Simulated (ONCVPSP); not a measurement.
# gold (Au): one change to an ONCV potential, before and after

gold, optimised norm-conserving Vanderbilt (ONCV), made with ONCVPSP 4.0.1 (PBE, fully relativistic). Core [Kr] 4d10 4f14 5s2, reference 5p6 5d10 6s0.75 6p0.25. Waves: 6s: rc 2.50 bohr, ncon 5, nbas 10, qcut 2.6 1/bohr, 2 projectors, debl 3.8 Ha; 5p+6p: rc 1.60 bohr, ncon 4, nbas 9, qcut 7.2 1/bohr, 2 projectors; 5d: rc 1.35 bohr, ncon 3, nbas 7, qcut 7.3 1/bohr, 3 projectors, debl 2.8 Ha; f scattering state at 0.3 Ha: rc 2.50 bohr, ncon 4, nbas 7, qcut 5 1/bohr, 2 projectors, debl 3.7 Ha. Local part: polynomial inside 0.90 bohr (lpopt 1, dvloc0 0 Ha). Core correction: none.

Open shells are filled in proportion to 2j + 1.

Change: local potential polynomial inside 0.85 bohr (lpopt 5, dvloc0 2 Ha).

Cutoffs: the cutoffs (Ha) at which the residual kinetic energy of the hardest occupied pseudo-wave falls to 1 and 0.1 mHa per electron; they do not see the model core or the augmentation charge, which bear on the density cutoff. Errors are all-electron minus pseudo energies relative to the spin-unpolarised reference configuration.

**Question.** Predict the effect on cutoff, ghosts and configuration errors.

**Answer.** The potential gets neither clearly harder nor softer (21 Ha and 41 Ha → 21 Ha and 41 Ha); both files keep a bound ghost (s); the errors of the 3 common tests hardly move.

| quantity | base | changed |
| --- | --- | --- |
| cutoff, loose | 21 Ha | 21 Ha |
| cutoff, tight | 41 Ha | 41 Ha |
| bound ghosts | s | s |
| GHOST(+) flags under 300 eV | s at 106.1 eV | s at 61.6 eV, p3/2 at 168.6 eV |
| tests with a reliable result | 3 of 4 | 3 of 4 |
| error for 5p6 5d10 6s1 6p0, meV [ΔE -1.25 eV] | -0.3 | -0.3 |
| error for 5p6 5d10 6s0 6p0, meV [ΔE 8.18 eV] | -4.3 | -4.3 |
| error for 5p6 5d9 6s1 6p1, meV [ΔE 6.20 eV] | -2.4 | -2.1 |
| s: phases at 2.54 bohr within 0.05 rad from the reference energy up to (Ha; the scan ends near 5) | 2.4 | 1.8 |
| p3/2: phases at 1.62 bohr within 0.05 rad from the reference energy up to (Ha; the scan ends near 5) | to the end of the scan | to the end of the scan |
| p1/2: phases at 1.62 bohr within 0.05 rad from the reference energy up to (Ha; the scan ends near 5) | to the end of the scan | to the end of the scan |
| d5/2: phases at 1.37 bohr within 0.05 rad from the reference energy up to (Ha; the scan ends near 5) | to the end of the scan | to the end of the scan |
| d3/2: phases at 1.37 bohr within 0.05 rad from the reference energy up to (Ha; the scan ends near 5) | to the end of the scan | to the end of the scan |
| f7/2: phases at 2.54 bohr within 0.05 rad from the reference energy up to (Ha; the scan ends near 5) | 3.1 | 3.2 |
| f5/2: phases at 2.54 bohr within 0.05 rad from the reference energy up to (Ha; the scan ends near 5) | 3.1 | 3.1 |

Base: The cutoffs count occupied waves only; projector 2 of the s channel, the hardest unoccupied one, needs 55 Ha at the loose tolerance. Changed file: The cutoffs count occupied waves only; projector 2 of the s channel, the hardest unoccupied one, needs 55 Ha at the loose tolerance. A true bound ghost makes a file unfit for plane-wave use even where its test errors are small: the radial tests pick states by their node count and pass the ghost by.
